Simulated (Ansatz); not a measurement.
A series at Ta: from `[NH2][Ta]([NH2])([NH2])=[S]`, ligands are replaced one by one, each step taking up HCl and setting free NH₃; n counts the steps. Ansatz, PBE0-D4/def2-TZVP geometries. Each molecule was computed in one conformer, which needn't be the lowest.

```json
{"n": "0", "molecule": "`[NH2][Ta]([NH2])([NH2])=[S]`", "zero-point energy, PBE0-D4/def2-TZVP (kJ/mol)": "?"}
{"n": "1", "molecule": "`[NH2][Ta]([NH2])(=[S])[Cl]`", "zero-point energy, PBE0-D4/def2-TZVP (kJ/mol)": "139.9"}
{"n": "2", "molecule": "`[NH2][Ta](=[S])([Cl])[Cl]`", "zero-point energy, PBE0-D4/def2-TZVP (kJ/mol)": "78.0"}
{"n": "3", "molecule": "`[S]=[Ta]([Cl])([Cl])[Cl]`", "zero-point energy, PBE0-D4/def2-TZVP (kJ/mol)": "14.5"}
```

Problem. By hand: fit a straight line y = ȳ + b (n − n̄) to the 3 given rows and predict n = 0.

Solution. n̄ = 2.000, ȳ = 77.47; Σ(n − n̄)(y − ȳ) = -125.40, Σ(n − n̄)² = 2.000, so b = -62.70 kJ/mol a step. Prediction: 77.47 + (-62.70) × (-2.000) = 202.9 kJ/mol.

Problem. By hand: compare with the computed value, 202.5 kJ/mol, and give the steps along the whole series.

Solution. The line misses by -0.4 kJ/mol (computed minus predicted). Steps: -62.6, -61.9, -63.5 kJ/mol.

The steps differ by at most 1.6 kJ/mol, 2.6 % of a mean step, so the ligands' effects nearly add and a line is close. The miss is 0.2 % of the series' range.
